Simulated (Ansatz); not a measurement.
Stepwise reaction of `C#[C][AlH2]` with hydrogen fluoride, as a gas-phase model of exchange steps in deposition or etching. ΔE in kJ/mol; ΔG adds harmonic PBE0-D4 terms to CCSD(T)/CBS, at 1 bar.

Program: Ansatz. Geometries: PBE0-D4/def2-TZVP. ΔE: electronic, gas phase. CCSD(T)/CBS is the MP2 limit (def2-TZVPP, def2-QZVPP) plus CCSD(T) − MP2 in def2-TZVPP, frozen cores. This one scheme is used for every species. Functionals use def2-TZVPP. B3LYP here is the variant with VWN-RPA as its local correlation; programs differ in this.

```
step                                          reaction  PBE-D4  B3LYP-D4  ωB97M-V  CCSD(T)/CBS  ΔG(400 K)
   2  `C#[C][AlH][F]` + H–F → `C#[C][Al]([F])[F]` + H₂  -156.3    -164.1   -161.5       -162.5     -158.8
```

Q: Give the row of step 1, `C#[C][AlH2]` + H–F → `C#[C][AlH][F]` + H₂. (An estimate is asked.)

A: Ansatz gave: 
| step | reaction | PBE-D4 | B3LYP-D4 | ωB97M-V | CCSD(T)/CBS | ΔG(400 K) |
| --- | --- | --- | --- | --- | --- | --- |
| 1 | `C#[C][AlH2]` + H–F → `C#[C][AlH][F]` + H₂ | -165.6 | -173.2 | -171.3 | -170.8 | -171.9 |

Q: By hand: ΔE of the 2 steps together at CCSD(T)/CBS.

A: (-170.8) + (-162.5) = -333.3 kJ/mol, or -166.7 kJ/mol a step.

In ΔE each step is higher than the one before. All are downhill at CCSD(T)/CBS. ΔG lies between -171.9 and -158.8 kJ/mol a step. PBE-D4 differs from CCSD(T)/CBS by 5.2 to 6.2 kJ/mol a step. Isolated molecules leave out the surface, adducts and barriers. Largest T1 diagnostic: 0.014.
